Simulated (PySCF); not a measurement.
# Dipole moment and polarisability of `C=N[Si](N)(P)P`

CH8N2P2Si.
Numbering: `[CH2:1]=[N:2][Si:3]([NH2:4])([PH2:5])[PH2:6]` (hydrogens: H7, H8 on C1; H9, H10 on N4; H11, H12 on P5; H13, H14 on P6)

Structure used (GFN2-xTB), in Å, numbered top down from 1:
```
atom  x, y, z in Å
C1    -1.687    0.667   -1.439
N2    -1.197    0.838   -0.303
Si3    0.078   -0.103    0.420
N4    -0.522   -0.472    1.992
P5     1.890    1.191    0.801
P6     0.472   -1.936   -0.888
H7    -2.457    1.344   -1.796
H8    -1.394   -0.143   -2.120
H9    -1.323   -1.074    2.086
H10    0.138   -0.640    2.732
H11    1.136    2.312    1.084
H12    2.049    1.558   -0.525
H13    1.190   -1.242   -1.847
H14    1.626   -2.300   -0.221
```

Level: wB97X-D/def2-SVPD (PySCF), static field, nuclei fixed, core orbitals frozen in the response. The polarisability tensor in these axes (au):

```
x   107.69   2.36  10.55
y     2.36 111.03  10.88
z    10.55  10.88 106.95
```

Task: Give the principal values, the mean and the anisotropy Δα = √{½[(α1 − α2)² + (α2 − α3)² + (α1 − α3)²]}.

Result: Principal values 93.93, 106.95 and 124.79 au; mean 108.55 au = 16.09 Å³ = 17.90 × 10⁻⁴⁰ C²·m²/J; Δα = 26.83 au (25 % of the mean).

Task: What is the dipole moment, and where does it point?

Result: (-0.38, -0.69, -0.68) D, 1.04 D in size, pointing from the negative to the positive side. Measured along this direction, the outermost atoms are H11 at the negative end and H8 at the positive end.

Task: Find the Langevin capture rate constant for H3+ (3.023 u) meeting this molecule (137.993 u), k = 2.342 × 10⁻⁹ cm³/s × √(α in Å³ / reduced mass in u).

Result: The reduced mass is 2.96 u, so k = 5.46 × 10⁻⁹ cm³/s. The formula leaves out the permanent dipole, which adds to the capture rate.

Task: What are the principal values of the traceless quadrupole moment, Θ = ½Σq(3rr − r²1), about the centre of nuclear charge?

Result: -9.78, -1.59, 11.37 D·Å. The values depend on the origin, since the dipole doesn't vanish. The electronic extent ⟨r²⟩ about the same centre is 1186 bohr², a root-mean-square distance of 2.15 Å for the 72 electrons.

Task: What depolarisation ratio follows for Rayleigh scattering of linearly polarised light, taking the static tensor?

Result: ρ = 3Δα²/(45ᾱ² + 4Δα²) = 2160.2/(530285 + 2880.3) = 0.00405.

Task: What molar refraction does this α imply?

Result: Lorentz–Lorenz: R = (4π/3)N_A α = 2.5225 cm³/(mol·Å³) × 16.09 Å³ = 40.6 cm³/mol, in the limit of long wavelengths.

Isolated species at its GFN2-xTB geometry (one conformer only).
